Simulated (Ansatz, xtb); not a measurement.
# Relative energy of two isomers of C3H10GeN2

We compare I, `[NH2][GeH]([NH2])[CH]1CC1`, a singlet, with II, `[H]/N=C/[CH2][GeH2][NH]C`, a singlet. Both are isolated molecules in the gas phase, relaxed with B3LYP/def2-SVP; the shapes shown needn't be the lowest conformers.

I (Å):

```xyz
16

C     0.3750   -0.5264    0.7657
C    -0.9783   -0.6216    1.4447
C    -0.8946   -0.6730   -0.0524
Ge    1.3811    1.1485    0.8043
N     1.9941    1.6778    2.4650
N     0.1732    2.4716    0.3463
H     1.3559    1.4856    3.2357
H     2.9116    1.3098    2.7087
H     2.6534    1.0469   -0.0824
H     0.5033    3.4007    0.6036
H    -0.1130    2.4918   -0.6310
H     0.9970   -1.4273    0.8266
H    -1.3956    0.2861    1.8929
H    -1.2176   -1.5425    1.9855
H    -1.0715   -1.6295   -0.5539
H    -1.2628    0.1956   -0.6071
```

II (Å):

```yaml
atoms:
  - { symbol: C, position_ang: [-1.9618, 0.3408, 0.9751] }
  - { symbol: C, position_ang: [1.8626, -0.7754, 0.5820] }
  - { symbol: C, position_ang: [1.6947, -0.1505, -0.7699] }
  - { symbol: Ge, position_ang: [0.1966, -1.5914, 1.3248] }
  - { symbol: N, position_ang: [-1.1475, -0.4600, 1.8717] }
  - { symbol: N, position_ang: [0.5456, 0.0505, -1.2775] }
  - { symbol: H, position_ang: [-1.4709, 1.2587, 0.5934] }
  - { symbol: H, position_ang: [-2.9009, 0.6406, 1.4745] }
  - { symbol: H, position_ang: [-2.2380, -0.2516, 0.0893] }
  - { symbol: H, position_ang: [-0.9671, -0.0022, 2.7612] }
  - { symbol: H, position_ang: [-0.3911, -2.5821, 0.3011] }
  - { symbol: H, position_ang: [0.6331, -2.3253, 2.6177] }
  - { symbol: H, position_ang: [2.2308, -0.0114, 1.2923] }
  - { symbol: H, position_ang: [2.6570, -1.5433, 0.5480] }
  - { symbol: H, position_ang: [2.6313, 0.1305, -1.2961] }
  - { symbol: H, position_ang: [0.6187, 0.4972, -2.1981] }
```

Q: Estimate which is lower in electronic energy at CCSD(T)/def2-SVP + ΔMP2/def2-TZVPP, and by roughly how much.

A: The CCSD(T)/def2-SVP + ΔMP2/def2-TZVPP calculation puts structure I lower, by 0.732 eV.

How the difference moves with the method:

```json
{"level": "GFN2-xTB", "geometry": "GFN2-xTB", "E(II) − E(I) (eV)": "+0.385", "departure from the last row (eV)": "−0.347", "job, with rough time for the two": "optimisation, 0.31 s"}
{"level": "HF/STO-3G", "geometry": "GFN2-xTB", "E(II) − E(I) (eV)": "+0.623", "departure from the last row (eV)": "−0.109", "job, with rough time for the two": "single point, 0.46 s"}
{"level": "r2SCAN-D4/def2-SVP", "geometry": "GFN2-xTB", "E(II) − E(I) (eV)": "+0.665", "departure from the last row (eV)": "−0.067", "job, with rough time for the two": "single point, 4.2 s"}
{"level": "B3LYP/def2-SVP", "geometry": "B3LYP/def2-SVP", "E(II) − E(I) (eV)": "+0.377", "departure from the last row (eV)": "−0.355", "job, with rough time for the two": "optimisation, 82 s"}
{"level": "HF/def2-SVP", "geometry": "B3LYP/def2-SVP", "E(II) − E(I) (eV)": "+0.423", "departure from the last row (eV)": "−0.309", "job, with rough time for the two": "part of the CCSD(T) run"}
{"level": "MP2/def2-SVP", "geometry": "B3LYP/def2-SVP", "E(II) − E(I) (eV)": "+0.629", "departure from the last row (eV)": "−0.103", "job, with rough time for the two": "part of the CCSD(T) run"}
{"level": "CCSD(T)/def2-SVP", "geometry": "B3LYP/def2-SVP", "E(II) − E(I) (eV)": "+0.416", "departure from the last row (eV)": "−0.316", "job, with rough time for the two": "single point"}
{"level": "CCSD(T)/def2-SVP + ΔMP2/def2-TZVPP", "geometry": "B3LYP/def2-SVP", "E(II) − E(I) (eV)": "+0.732", "departure from the last row (eV)": "", "job, with rough time for the two": "single point, 99 s"}
```

As drawn, II has 1 C=N, 1 C–N, 1 C–H, 1 Ge–H in place of 1 Ge–N, 2 C–C, 2 N–H. Structure I has a 3-membered ring, II no ring.

None of the levels shown reverses the order. The largest departure from CCSD(T)/def2-SVP + ΔMP2/def2-TZVPP is that of B3LYP/def2-SVP, 0.355 eV. The last row adds to CCSD(T) the change of the MP2 difference between the two basis sets, here +0.316 eV, a large step that makes the value less sure.

With thermal terms from frequencies at re-optimised GFN2-xTB minima (ideal gas, soft modes damped towards free rotors, one conformer each, 298.15 K, 1 atm): on the last row, ΔE + ΔZPE = +0.662, ΔH = +0.662, ΔG = +0.645 eV.

The correlated steps freeze 14 core orbitals; the filled d shell of Ge is correlated, in a basis made for valence electrons. Programs: Ansatz 0.2.0, xtb 6.7.1; the last row on 4 threads of Arm Neoverse V1 on a shared host.
